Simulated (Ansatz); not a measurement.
# Abstraction of Br: CHBr2Cl + CH2Br → CHBrCl + CH2Br2

Species: CHBr2Cl (chlorodibromomethane) `ClC(Br)Br`, singlet; CH2Br `[CH2]Br`, doublet; CHBrCl `Cl[CH]Br`, doublet; CH2Br2 (dibromomethane) `BrCBr`, singlet. A radical takes Br: the energy is the difference in strength between two C–Br bonds in different surroundings.

Shapes, held fixed at every level: PBE0-D4/def2-TZVP. Programs: Ansatz 0.2.0. The zero-point and thermal change to 298 K, harmonic and unscaled (PBE0-D4/def2-TZVP), is +4.3 kJ/mol.

(1) Estimate ΔH(298 K) of this reaction.

Results:

(1) The highest level, CCSD(T)/def2-TZVPP, gives ΔH(298 K) = -23.1 kJ/mol; the levels span -30.0 to -23.1. The column of differences is taken from that level and isn't an error. No measured value is set beside it here. Open shells run unrestricted. Relativity is left out for Br. Outer-core shells of Br are correlated in most correlated rows, in sets that cover them unevenly. Times are processor times on shared x86 and Arm servers, and rough.

```json
{"level": "HF/def2-SVP", "kind": "Hartree–Fock", "ΔH(298 K) (kJ/mol)": "-28.2", "less CCSD(T)/def2-TZVPP": "-5.1", "CPU time (sum over the molecules)": "–"}
{"level": "SPW92/def2-TZVPP", "kind": "LDA", "ΔH(298 K) (kJ/mol)": "-30.0", "less CCSD(T)/def2-TZVPP": "-6.9", "CPU time (sum over the molecules)": "11 s"}
{"level": "r2SCAN0-D4/def2-TZVPP", "kind": "global hybrid", "ΔH(298 K) (kJ/mol)": "-26.8", "less CCSD(T)/def2-TZVPP": "-3.7", "CPU time (sum over the molecules)": "54 s"}
{"level": "wB97M-V/def2-TZVPP", "kind": "range-separated hybrid", "ΔH(298 K) (kJ/mol)": "-24.3", "less CCSD(T)/def2-TZVPP": "-1.2", "CPU time (sum over the molecules)": "1.7 min"}
{"level": "wB97X-V/def2-TZVPP", "kind": "range-separated hybrid", "ΔH(298 K) (kJ/mol)": "-27.4", "less CCSD(T)/def2-TZVPP": "-4.3", "CPU time (sum over the molecules)": "74 s"}
{"level": "CCSD(T)/def2-SVP", "kind": "coupled cluster or CI", "ΔH(298 K) (kJ/mol)": "-23.3", "less CCSD(T)/def2-TZVPP": "-0.2", "CPU time (sum over the molecules)": "31 s"}
{"level": "CCSD/def2-TZVPP", "kind": "coupled cluster or CI", "ΔH(298 K) (kJ/mol)": "-24.5", "less CCSD(T)/def2-TZVPP": "-1.4", "CPU time (sum over the molecules)": "–"}
{"level": "CCSD(T)/def2-TZVPP", "kind": "coupled cluster or CI", "ΔH(298 K) (kJ/mol)": "-23.1", "less CCSD(T)/def2-TZVPP": "0.0", "CPU time (sum over the molecules)": "5.7 min"}
```
